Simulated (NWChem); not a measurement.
System: MgSiH₃Cl; SMILES [SiH3][Mg][Cl]

Input file for NWChem:

```
start job
memory heap 200 mb stack 900 mb global 1100 mb
geometry units angstroms noautosym nocenter noautoz
  Mg    -0.050464    -0.307855     0.000077
  Cl    -0.397051    -2.491691    -0.000383
  Si     0.349478     2.224272     0.000583
  H     -0.929248     2.995617    -0.145894
  H      1.245351     2.654409    -1.123648
  H      0.994478     2.693393     1.271557
end
basis spherical
  * library def2-svpd
end
dft
  xc pbe0
  iterations 150
end
property
  response 1 0.0
end
task dft property
```

Output (shortened):

```
             Northwest Computational Chemistry Package (NWChem) 7.3.0
             --------------------------------------------------------

                             Geometry "geometry" -> ""
                             -------------------------

 Output coordinates in angstroms (scale by  1.889725989 to convert to a.u.)

  No.       Tag          Charge          X              Y              Z
 ---- ---------------- ---------- -------------- -------------- --------------
    1 Mg                  12.0000    -0.05046400    -0.30785500     0.00007700
    2 Cl                  17.0000    -0.39705100    -2.49169100    -0.00038300
    3 Si                  14.0000     0.34947800     2.22427200     0.00058300
    4 H                    1.0000    -0.92924800     2.99561700    -0.14589400
    5 H                    1.0000     1.24535100     2.65440900    -1.12364800
    6 H                    1.0000     0.99447800     2.69339300     1.27155700

 Effective nuclear repulsion energy (a.u.)     135.8080503771

                              NWChem Property Module
                              ----------------------

                                 NWChem DFT Module
                                 -----------------

 Summary of "ao basis" -> "ao basis" (spherical)
 ------------------------------------------------------------------------------
       Tag                 Description            Shells   Functions and Types
 ---------------- ------------------------------  ------  ---------------------
 Mg                        def2-svpd                 9       21   4s4p1d
 Cl                        def2-svpd                11       27   5s4p2d
 Si                        def2-svpd                10       24   5s3p2d
 H                         def2-svpd                 4        8   2s2p

            General Information
            -------------------
          SCF calculation type: DFT
          Wavefunction type:  closed shell.
          No. of atoms     :     6
          No. of electrons :    46
           Alpha electrons :    23
            Beta electrons :    23
          Charge           :     0
          Spin multiplicity:     1
          Use of symmetry is: off; symmetry adaption is: off
          Maximum number of iterations: 150
          AO basis - number of functions:    96
                     number of shells:    42
          Convergence on energy requested:  1.00D-06
          Convergence on density requested:  1.00D-05
          Convergence on gradient requested:  5.00D-04

              XC Information
              --------------
                         PBE0 Method XC Functional
                     Hartree-Fock (Exact) Exchange  0.250
          PerdewBurkeErnzerhof Exchange Functional  0.750
            Perdew 1991 LDA Correlation Functional  1.000 local
           PerdewBurkeErnz. Correlation Functional  1.000 non-local

             Grid Information
             ----------------
          Grid used for XC integration:  medium
          Radial quadrature: Mura-Knowles
          Angular quadrature: Lebedev.
          Tag              B.-S. Rad. Rad. Pts. Rad. Cut. Ang. Pts.
          ---              ---------- --------- --------- ---------
          Mg                  1.50       88          12.0       590
          Cl                  1.00       88          15.0       590
          Si                  1.10       88          14.0       590
          H                   0.35       45          15.0       434
          Grid pruning is: on
          Number of quadrature shells:   399
          Spatial weights used:  Erf1

      Superposition of Atomic Density Guess
      -------------------------------------

 Sum of atomic energies:        -949.10115383

      Non-variational initial energy
      ------------------------------

 Total energy =    -949.507616
 1-e energy   =   -1586.354955
 2-e energy   =     501.039288
 HOMO         =      -0.300217
 LUMO         =      -0.032852

   convergence    iter        energy       DeltaE   RMS-Dens  Diis-err
 ---------------- ----- ----------------- --------- --------- ---------
 d= 0,ls=0.0,diis     1   -950.9159237554 -1.09D+03  1.15D-02  2.64D-01
 d= 0,ls=0.0,diis     2   -950.9282791102 -1.24D-02  6.19D-03  1.93D-01
 d= 0,ls=0.0,diis     3   -950.9608555750 -3.26D-02  1.13D-03  8.36D-03
 d= 0,ls=0.0,diis     4   -950.9620240719 -1.17D-03  2.93D-04  2.83D-04
 d= 0,ls=0.0,diis     5   -950.9620837694 -5.97D-05  6.63D-05  1.73D-05
  Resetting Diis
 d= 0,ls=0.0,diis     6   -950.9620868679 -3.10D-06  7.63D-06  2.05D-07
 d= 0,ls=0.0,diis     7   -950.9620869052 -3.73D-08  4.20D-06  2.84D-08

         Total DFT energy =     -950.962086905193
      One electron energy =    -1588.535455935982
           Coulomb energy =      568.132560361070
    Exchange-Corr. energy =      -66.367241707410
 Nuclear repulsion energy =      135.808050377130

 Numeric. integr. density =       45.999997569844

                       DFT Final Molecular Orbital Analysis
                       ------------------------------------

 Vector   21  Occ=2.000000D+00  E=-3.190045D-01
              MO Center= -3.8D-01, -2.4D+00, -3.5D-04, r^2= 1.4D+00
   Bfn.  Coefficient  Atom+Function         Bfn.  Coefficient  Atom+Function
  ----- ------------  ---------------      ----- ------------  ---------------
    35      0.591099  2 Cl pz                32      0.453876  2 Cl pz
    29      0.263938  2 Cl pz                38      0.093300  2 Cl pz
    33     -0.083695  2 Cl px                30     -0.064265  2 Cl px
    10      0.056404  1 Mg pz                18     -0.047465  1 Mg d -1
     7      0.040116  1 Mg pz                27     -0.037371  2 Cl px

 Vector   22  Occ=2.000000D+00  E=-3.190043D-01
              MO Center= -3.8D-01, -2.4D+00, -3.8D-04, r^2= 1.4D+00
   Bfn.  Coefficient  Atom+Function         Bfn.  Coefficient  Atom+Function
  ----- ------------  ---------------      ----- ------------  ---------------
    33      0.583794  2 Cl px                30      0.448261  2 Cl px
    27      0.260673  2 Cl px                34     -0.092682  2 Cl py
    36      0.092159  2 Cl px                35      0.084724  2 Cl pz
    31     -0.071166  2 Cl py                32      0.065054  2 Cl pz
     8      0.055705  1 Mg px                17     -0.045781  1 Mg d -2

 Vector   23  Occ=2.000000D+00  E=-2.793826D-01
              MO Center=  2.0D-01,  1.3D+00,  3.9D-04, r^2= 3.4D+00
   Bfn.  Coefficient  Atom+Function         Bfn.  Coefficient  Atom+Function
  ----- ------------  ---------------      ----- ------------  ---------------
     3      0.343549  1 Mg s                 61     -0.337401  3 Si py
    58     -0.290392  3 Si py                52      0.192121  3 Si s
     2      0.184214  1 Mg s                 34     -0.171603  2 Cl py
     9      0.167141  1 Mg py                55      0.166226  3 Si py
     4      0.136159  1 Mg s                 53     -0.135188  3 Si s

 Vector   24  Occ=0.000000D+00  E=-4.682665D-02
              MO Center=  1.8D-04, -5.9D-03,  5.9D-05, r^2= 7.5D+00
   Bfn.  Coefficient  Atom+Function         Bfn.  Coefficient  Atom+Function
  ----- ------------  ---------------      ----- ------------  ---------------
     4      0.989976  1 Mg s                 52     -0.950398  3 Si s
    53      0.645449  3 Si s                 26     -0.588729  2 Cl s
     3      0.562002  1 Mg s                 12     -0.408781  1 Mg py
    37     -0.336700  2 Cl py                51     -0.267101  3 Si s
    34     -0.235001  2 Cl py                 2      0.215535  1 Mg s

 Vector   25  Occ=0.000000D+00  E=-4.041499D-02
              MO Center= -2.2D-02,  3.7D-01, -2.1D-03, r^2= 6.2D+00
   Bfn.  Coefficient  Atom+Function         Bfn.  Coefficient  Atom+Function
  ----- ------------  ---------------      ----- ------------  ---------------
    13      0.477599  1 Mg pz                10      0.262082  1 Mg pz
    16      0.255589  1 Mg pz                82      0.165465  5 H  s
    90     -0.158772  6 H  s                  7      0.151129  1 Mg pz
    62      0.141726  3 Si pz                35     -0.120046  2 Cl pz
    81      0.116937  5 H  s                 89     -0.112231  6 H  s

 Vector   26  Occ=0.000000D+00  E=-4.039090D-02
              MO Center=  1.3D-01,  3.5D-01,  2.6D-03, r^2= 6.2D+00
   Bfn.  Coefficient  Atom+Function         Bfn.  Coefficient  Atom+Function
  ----- ------------  ---------------      ----- ------------  ---------------
    11      0.471890  1 Mg px                 8      0.258873  1 Mg px
    14      0.252602  1 Mg px                74      0.186836  4 H  s
     5      0.149273  1 Mg px                60      0.139637  3 Si px
    73      0.132254  4 H  s                 33     -0.118514  2 Cl px
    68     -0.112679  3 Si d -2              17      0.104118  1 Mg d -2

     Multipole analysis of the density
     ---------------------------------

     L   x y z        total         alpha         beta         nuclear
     -   - - -        -----         -----         ----         -------
     0   0 0 0     -0.000000    -23.000000    -23.000000     46.000000

     1   1 0 0      0.109351      1.143311      1.143311     -2.177270
     1   0 1 0      0.682518      6.548801      6.548801    -12.415084
     1   0 0 1      0.000162     -0.004256     -0.004256      0.008674

     2   2 0 0    -28.318782    -28.129174    -28.129174     27.939566
     2   1 1 0     -1.936731    -56.477360    -56.477360    111.017989
     2   1 0 1     -0.000401     -0.011203     -0.011203      0.022005
     2   0 2 0    -40.229451   -375.827696   -375.827696    711.425941
     2   0 1 1     -0.002268     -0.071184     -0.071184      0.140101
     2   0 0 2    -28.011441    -19.185075    -19.185075     10.358709

 *** CALLING NEW AORESP DRIVER FOR CLOSED AND OPEN SHELLS ***
 Entering AOResponse driver routine

--------------------------------------------------------------------------------

          -----------------------------------------------
          Solving response equations for perturbing field
          -----------------------------------------------

 number of frequencies:     1
 frequency in a.u.:  0.0000000E+00
 Perturbing field: electric
 Using El. Dipole Length Gauge

 Setting up CPKS with frequency omega =      0.00000000 a.u.

 STATIC response

                                NWChem CPHF Module
                                ------------------

  scftype          =     RHF
  nclosed          =       23
  nopen            =        0
  variables        =     1679
  # of vectors     =        3
  tolerance        = 0.10D-03
  level shift      = 0.00D+00
  max iterations   =       50
  max subspace     =       30

 SCF residual:    1.8798397203606255E-004

Iterative solution of linear equations
  No. of variables     1679
  No. of equations        3
  Maximum subspace       30
        Iterations       50
       Convergence  1.0D-04

   iter   nsub   residual    time
   ----  ------  --------  ---------
     1      3    2.37D+00       9.1
     2      6    1.24D+00      12.4
     3      9    4.04D-01      15.6
     4     12    2.81D-02      18.9
     5     15    4.74D-03      22.1
     6     18    1.38D-03      25.4
     7     21    9.14D-05      28.6

 Electric Dipole Response Matrix (nonzero elements):

              1        2        3
    1   65.9245   5.4111   0.0010
    2    5.4111  99.3173   0.0067
    3    0.0010   0.0067  65.0692

 ------------------------------------------
 average:        76.77032 + I       0.00000

 DFT Linear Response polarizability / au
 Frequency  =       0.0000000 / au
              X              Y              Z
 -----------------------------------------------
 X      65.9244578      5.4110758      0.0010077
 Y       5.4110758     99.3173099      0.0066948
 Z       0.0010077      0.0066948     65.0691977
 -----------------------------------------------
 Eigenvalues =      65.0695271    100.1722493     65.0691890
 Isotropic   =      76.7703218
 Anisotropic =      35.1028913
 -----------------------------------------------

 Magnetic Dipole Response Matrix (nonzero elements):

 Exiting AOResponse driver routine
```

Level: PBE0/def2-SVPD. Structure relaxed at the PBE0/def2-SVP level.
